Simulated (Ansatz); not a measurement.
Gas-phase electronic energies from Ansatz, PBE0-D4/def2-TZVP geometries. CCSD(T)/CBS is the MP2 limit (def2-TZVPP, def2-QZVPP) plus CCSD(T) − MP2 in def2-TZVPP, frozen cores. This one scheme is used for every species, atoms too. For atomizations the MP2-based limit and the directly extrapolated one differ by several kJ/mol either way, and by 10 to 25 for some Ge, Se and Sn compounds, so smaller differences from it don't rank the levels. DFT in def2-TZVPP. B3LYP here is the variant with VWN-RPA as its local correlation; programs differ in this. HSE06 is defined as in plane-wave codes. No spin–orbit coupling; open shells (•) take unrestricted orbitals. Spin–orbit coupling would lower the free atoms: a little for B, C, F, Si; clearly for Ge. Bonds to Ge are less sure, by a few kJ/mol each and by 10 to 20 or more in all where they break to atoms, as the def2 sets lack core-valence functions. Scalar relativity is left out up to krypton.

Reaction (atomization): `[F][GeH]1[CH2][B]1[SiH3]` → B• + C• + F• + Ge• + 6 H• + Si•

`[F][GeH]1[CH2][B]1[SiH3]`:

```xyz
11

F     1.541   -1.230    2.159
Ge    1.432   -1.042    0.433
C    -0.428   -1.086   -1.025
B     0.080    0.123   -0.391
Si   -0.683    1.841    0.255
H     2.040   -2.362   -0.085
H     0.148   -1.928   -1.418
H    -1.496   -1.233   -1.188
H    -0.508    1.997    1.725
H     0.009    2.983   -0.403
H    -2.136    1.938   -0.062
```

```csv
level,ΔE (eV),difference from CCSD(T)/CBS
revPBE-D4,37.43,-0.28
B97M-V,38.17,0.46
PBE0-D4,37.67,-0.04
B3LYP-D4,37.67,-0.04
r2SCANh-D4,37.76,0.05
BHLYP-D4,36.69,-1.02
ωB97M-V,37.65,-0.06
PBE,38.06,0.35
PBE0,37.45,-0.26
HSE06,37.49,-0.22
CAM-B3LYP,37.53,-0.18
CCSD/def2-SVP,35.01,-2.70
MP2/def2-TZVPP,37.32,-0.39
CCSD/def2-TZVPP,36.20,-1.51
HF/def2-QZVPP,27.68,-10.03
MP2/CBS(def2),38.19,0.48
CCSD(T)/CBS,37.71,0
```

Largest T1 diagnostic among the species: 0.014.

At CCSD(T), def2-SVP lies −2.22 eV from the extrapolated value and def2-TZVPP −0.87 eV: correlation converges slowly with the basis, and small sets miss more of it in the bonded molecule than in its fragments. From PBE to PBE0 (25 % exact exchange), in def2-TZVPP and without D4, ΔE moves by −0.61 eV: exact exchange takes away binding that semilocal exchange gives to molecules. In def2-TZVPP, CCSD(T) changes the Hartree–Fock value by +9.20 eV (the triples alone add +0.64 eV) and MP2 by +9.68 eV; breaking electron pairs costs correlation energy, which Hartree–Fock lacks.
